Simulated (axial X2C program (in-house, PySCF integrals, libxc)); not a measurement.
**Bond lengths and stretching modes, held linear, of InOH**

Calculated with an in-house all-electron X2C program for linear molecules (integrals from PySCF): two-component X2C with atomic mean-field Coulomb and Gaunt terms, Gaussian nuclei, basis In dyall-v3z, O dyall-av3z, H dyall-v3z with contracted cores. Spin-free rows use the one-electron spin-free X2C Hamiltonian.

Masses In 114.904, O 15.995, H 1.008 u. States: 2c Ω = 0 (all partner blocks equally filled); spin-free M_S = 0, Λ = 0 (closed shell).

MP2, 2c: energies above the lowest point

```
r(In–O) (Å)  r(O–H) (Å)  E (meV)
     1.9403      0.9301    41.82
     1.9403      0.9540    22.25
     1.9403      0.9778    33.90
     1.9900      0.9301    20.03
     1.9900      0.9540     0.00
     1.9900      0.9778    11.22
     1.9900      1.0017    49.01
     2.0397      0.9301    41.76
     2.0397      0.9540    21.28
     2.0397      0.9778    32.07
     2.0895      0.9540    76.15
     2.0895      1.0017   123.48
```

Fit a quadratic surface with cubic terms in each bond: where is the minimum, and what are the two stretching wavenumbers?

At MP2, 2c: bonds 1.989 and 0.957 Å; harmonic stretches 570.0 and 3937.5 cm⁻¹; force constants 2.84, 8.64 and coupling -0.06 mdyn/Å.

The other levels and Hamiltonians give:

| Hamiltonian | level | r(In–O) (Å) | r(O–H) (Å) | lower stretch (cm⁻¹) | upper stretch (cm⁻¹) |
| --- | --- | --- | --- | --- | --- |
| 2c | PBE0 | 1.995 | 0.954 | 566.1 | 3965.7 |
| 2c | HF | 1.987 | 0.935 | 584.6 | 4224.2 |
| 2c | BHandHLYP | 1.992 | 0.945 | 574.8 | 4067.9 |
| spin-free | PBE0 | 1.995 | 0.954 | 566.1 | 3965.5 |
| spin-free | HF | 1.987 | 0.935 | 584.5 | 4224.0 |
| spin-free | BHandHLYP | 1.992 | 0.945 | 574.8 | 4067.7 |
| spin-free | MP2 | 1.988 | 0.957 | 570.0 | 3937.1 |

Each state is one determinant, the lowest of a limited PBE0 search; the stretches come from a fit to these few points and carry an uncertainty of a few per cent. Other orders of the atoms were not compared. MP2 freezes inner shells (threshold -2 hartree). The molecule was held linear; bending was not examined, so a bent shape may lie lower.
